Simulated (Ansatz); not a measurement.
Reaction (atomization): `[CH3][Al]1[CH2]C[SiH2]1` → Al• + 3 C• + 9 H• + Si•

Gas-phase electronic energies from Ansatz, PBE0-D4/def2-TZVP geometries. CCSD(T)/CBS is the MP2 limit (def2-TZVPP, def2-QZVPP) plus CCSD(T) − MP2 in def2-TZVPP, frozen cores. This one scheme is used for every species, atoms too. Functionals use def2-TZVPP. No spin–orbit coupling; open shells (•) take unrestricted orbitals. Spin–orbit coupling would lower the free atoms: a little for Al, C, Si.

| species | B2PLYP energy (Eh) |
| --- | --- |
| `[CH3][Al]1[CH2]C[SiH2]1` | -651.33896 |
| Al• | -242.24823 |
| C• | -37.82703 |
| H• | -0.49861 |
| Si• | -289.25332 |

Question: Work out ΔE.

Answer: ΔE = 9 × (-0.49861) + 3 × (-37.82703) + (-242.24823) + (-289.25332) − (-651.33896) = 1.86883 Eh = +4906.6 kJ/mol. CCSD(T)/CBS gives +4967.9 kJ/mol.

Largest T1 diagnostic among the species: 0.018.

In def2-TZVPP, CCSD(T) changes the Hartree–Fock value by +1109.9 kJ/mol (the triples alone add +60.4 kJ/mol) and MP2 by +1140.9 kJ/mol; breaking electron pairs costs correlation energy, which Hartree–Fock lacks. From PBE to PBE0 (25 % exact exchange), in def2-TZVPP and without D4, ΔE moves by −34.5 kJ/mol: exact exchange takes away binding that semilocal exchange gives to molecules.

For atomizations the MP2-based limit and the directly extrapolated one differ by several kJ/mol either way, and by 10 to 25 for some Ge, Se and Sn compounds, so smaller differences from it don't rank the levels.
